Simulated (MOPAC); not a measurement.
A run for MOPAC: PM6 on CH5GeN (SMILES [CH3][Ge][NH2]), a point of a bond scan (R = 1.637 Å).

```
PM6 1SCF PRECISE CHARGE=0 THREADS=1
CH5GeN

Ge    -0.21703830 1    -0.01007012 1     0.44524688 1
C      0.73026279 1     1.39571344 1    -0.65095540 1
H      0.22096620 1     2.89739017 1    -0.24564606 1
H      0.59421149 1     1.25013447 1    -1.72469069 1
H      1.80124161 1     1.34067309 1    -0.42974829 1
N     -0.03643845 1    -1.35482851 1    -0.78605328 1
H      0.40264891 1    -1.26537759 1    -1.69147724 1
H     -0.37011551 1    -2.29049868 1    -0.61312951 1
```

The log:

```
*******************************************************************************
 **                                                                           **
 **                              MOPAC v23.2.5                                **
 **                                                                           **
 *******************************************************************************
 ** MOPAC's Digital Object Identifier: https://doi.org/10.5281/zenodo.6511958 **
 **                                                                           **
 ** Please cite the open-source release paper for use of this MOPAC version:  **
 ** J. E. Moussa and J. J. P. Stewart (2026)                                  **
 ** MOPAC: An open-source semiempirical molecular orbital program             **
 ** J. Open Source Softw., 11(119), 8025, https://doi.org/10.21105/joss.08025 **
 *******************************************************************************

                              PM6 CALCULATION RESULTS

 *******************************************************************************
 *  PM6        - The PM6 Hamiltonian to be used
 *
 *
 *
 *                 CHARGE ON SYSTEM = 0
 *
 *
 *
 *  PRECISE    - TIGHTER CRITERIA TO BE USED
 *  1SCF       - DO 1 SCF AND THEN STOP
 *  THREADS=1  - MULTI-THREADING NOT USED
 *  T=         - A TIME OF 172800.0 SECONDS REQUESTED
 *  DUMP=N     - RESTART FILE WRITTEN EVERY 7200.0 SECONDS REQUESTED
 *******************************************************************************
PM6 1SCF PRECISE CHARGE=0 THREADS=1
 CH5GeN

   ATOM   CHEMICAL          X               Y               Z
  NUMBER   SYMBOL      (ANGSTROMS)     (ANGSTROMS)     (ANGSTROMS)

     1      Ge         -0.21703830  *  -0.01007012  *   0.44524688  *
     2       C          0.73026279  *   1.39571344  *  -0.65095540  *
     3       H          0.22096620  *   2.89739017  *  -0.24564606  *
     4       H          0.59421149  *   1.25013447  *  -1.72469069  *
     5       H          1.80124161  *   1.34067309  *  -0.42974829  *
     6       N         -0.03643845  *  -1.35482851  *  -0.78605328  *
     7       H          0.40264891  *  -1.26537759  *  -1.69147724  *
     8       H         -0.37011551  *  -2.29049868  *  -0.61312951  *



          CARTESIAN COORDINATES

    NO.       ATOM           X           Y           Z

     1        Ge         -0.2170     -0.0101      0.4452
     2         C          0.7303      1.3957     -0.6510
     3         H          0.2210      2.8974     -0.2456
     4         H          0.5942      1.2501     -1.7247
     5         H          1.8012      1.3407     -0.4297
     6         N         -0.0364     -1.3548     -0.7861
     7         H          0.4026     -1.2654     -1.6915
     8         H         -0.3701     -2.2905     -0.6131

 General Reference for PM6:
 "Optimization of Parameters for Semiempirical Methods V: Modification of NDDO Approximations
 and Application to 70 Elements", J. J. P. Stewart, J. Mol. Mod., 13, 1173-1213 (2007)
 URL: https://link.springer.com/article/10.1007/s00894-007-0233-4

           Empirical Formula: C H5 N Ge  =     8 atoms



      MOLECULAR POINT GROUP   :   C1


      RHF CALCULATION, NO. OF DOUBLY OCCUPIED LEVELS = 9


 -------------------------------------------------------------------------------
 PM6 1SCF PRECISE CHARGE=0 THREADS=1
 CH5GeN



     1SCF WAS SPECIFIED, SO BFGS WAS NOT USED
     SCF FIELD WAS ACHIEVED


                              PM6 CALCULATION
                                                       MOPAC v23.2.5 Linux




          FINAL HEAT OF FORMATION =         71.66793 KCAL/MOL =     299.85864 KJ/MOL


          COSMO AREA              =        110.99 SQUARE ANGSTROMS
          COSMO VOLUME            =         98.77 CUBIC ANGSTROMS

          IONIZATION POTENTIAL    =          7.992741 EV
          HOMO LUMO ENERGIES (EV) =         -7.993 -0.198
          NO. OF FILLED LEVELS    =          9
          MOLECULAR WEIGHT        =        103.6472         POINT GROUP:  C1

          MOLECULAR DIMENSIONS (Angstroms)

            Atom       Atom       Distance
            H     8    H     3     5.23437
           Ge     1    H     4     2.35433
            H     5    H     3     1.65090


          SCF CALCULATIONS        =          1





   ATOM   CHEMICAL          X               Y               Z
  NUMBER   SYMBOL      (ANGSTROMS)     (ANGSTROMS)     (ANGSTROMS)

     1      Ge         -0.21703830  *  -0.01007012  *   0.44524688  *
     2       C          0.73026279  *   1.39571344  *  -0.65095540  *
     3       H          0.22096620  *   2.89739017  *  -0.24564606  *
     4       H          0.59421149  *   1.25013447  *  -1.72469069  *
     5       H          1.80124161  *   1.34067309  *  -0.42974829  *
     6       N         -0.03643845  *  -1.35482851  *  -0.78605328  *
     7       H          0.40264891  *  -1.26537759  *  -1.69147724  *
     8       H         -0.37011551  *  -2.29049868  *  -0.61312951  *

                             CARTESIAN COORDINATES

   1   Ge       -0.217038300    -0.010070120     0.445246880
   2    C        0.730262790     1.395713440    -0.650955400
   3    H        0.220966200     2.897390170    -0.245646060
   4    H        0.594211490     1.250134470    -1.724690690
   5    H        1.801241610     1.340673090    -0.429748290
   6    N       -0.036438450    -1.354828510    -0.786053280
   7    H        0.402648910    -1.265377590    -1.691477240
   8    H       -0.370115510    -2.290498680    -0.613129510


           Empirical Formula: C H5 N Ge  =     8 atoms



      MOLECULAR POINT GROUP   :   C1


                  EIGENVALUES
 -29.45914 -21.85375 -16.39779 -15.94993 -13.09642 -11.68262 -10.37289  -9.70023
  -7.99274  -0.19774   1.51601   2.59597   2.84322   5.94702   6.52032   7.22991
   7.25930


              NET ATOMIC CHARGES AND DIPOLE CONTRIBUTIONS

  ATOM NO.   TYPE          CHARGE      No. of ELECS.   s-Pop       p-Pop
    1         Ge           0.431387        3.5686     1.72574     1.84287
    2          C          -0.663874        4.6639     1.16756     3.49631
    3          H           0.164942        0.8351     0.83506
    4          H           0.140800        0.8592     0.85920
    5          H           0.142940        0.8571     0.85706
    6          N          -0.671011        5.6710     1.52645     4.14456
    7          H           0.225949        0.7741     0.77405
    8          H           0.228867        0.7711     0.77113
 DIPOLE           X         Y         Z       TOTAL
 POINT-CHG.    -0.817     0.065     1.366     1.593
 HYBRID         1.325    -0.428    -2.844     3.166
 SUM            0.508    -0.363    -1.478     1.604


          ATOMIC ORBITAL ELECTRON POPULATIONS

     Atom    s        px        py        pz
    1 Ge   1.72574   0.45256   0.56418   0.82613
    2  C   1.16756   1.17357   1.15283   1.16991
    3  H   0.83506
    4  H   0.85920
    5  H   0.85706
    6  N   1.52645   1.60309   1.24836   1.29311
    7  H   0.77405
    8  H   0.77113

 **********************
 *                    *
 * JOB ENDED NORMALLY *
 *                    *
 **********************




 == MOPAC DONE ==
```

The run finished.

Cost: very roughly 0.04 core-seconds.
